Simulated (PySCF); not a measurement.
One molecule, one basis, several functionals.

Compound: C₃H₁₂Si₂.
Atom-mapped SMILES: `[CH3:1][SiH2:2][CH2:3][CH2:4][SiH3:5]` (hydrogens: H6, H7, H8 on C1; H9, H10 on Si2; H11, H12 on C3; H13, H14 on C4; H15, H16, H17 on Si5)

Torsions of this conformer, `[CH3:1][SiH2:2][CH2:3][CH2:4][SiH3:5]`: C1–Si2–C3–C4 180°, Si2–C3–C4–Si5 180°.

PySCF, def2-SVPD basis, density fitting, gas phase, PBE0-D3(BJ)/def2-SVP geometry; singlet excitations by full TDDFT with frozen cores, triplets by Tamm–Dancoff TDDFT and ionisation energies by ΔSCF, from the lowest of the holes tried. One functional is left out:

| functional | exact exchange (%) | HOMO energy (eV) | LUMO energy (eV) | lowest singlet excitation (eV) | lowest triplet excitation (eV) | dipole moment (D) | mean polarisability (au) | vertical ionisation energy (eV) |
| --- | --- | --- | --- | --- | --- | --- | --- | --- |
| LDA | 0 | -6.71 | -0.55 | 6.26 | 6.06 | 0.882 | 102.2 | 9.41 |
| PBE | 0 | -6.62 | -0.36 | 6.33 | 6.13 | 0.874 | 99.7 | 9.29 |
| B3LYP | 20 | -7.62 | 0.12 | 6.84 | 6.62 | 0.817 | 96.3 | 9.59 |
| BHandHLYP | 50 | -8.95 | 0.91 | 7.50 | 7.22 | 0.786 | 92.5 | 9.77 |

Predict the row of PBE0 (25 % exact exchange) by straight lines through the other rows, and check it.

```tsv
property	line	computed	computed − line	B3LYP (20 %), for comparison
HOMO energy (eV)	-7.82	-7.81	+0.01	-7.62
LUMO energy (eV)	0.24	0.36	+0.12	0.12
lowest singlet excitation (eV)	6.91	7.02	+0.11	6.84
lowest triplet excitation (eV)	6.68	6.74	+0.06	6.62
dipole moment (D)	0.826	0.845	+0.019	0.817
mean polarisability (au)	96.4	95.8	-0.6	96.3
vertical ionisation energy (eV)	9.58	9.60	+0.02	9.59
```
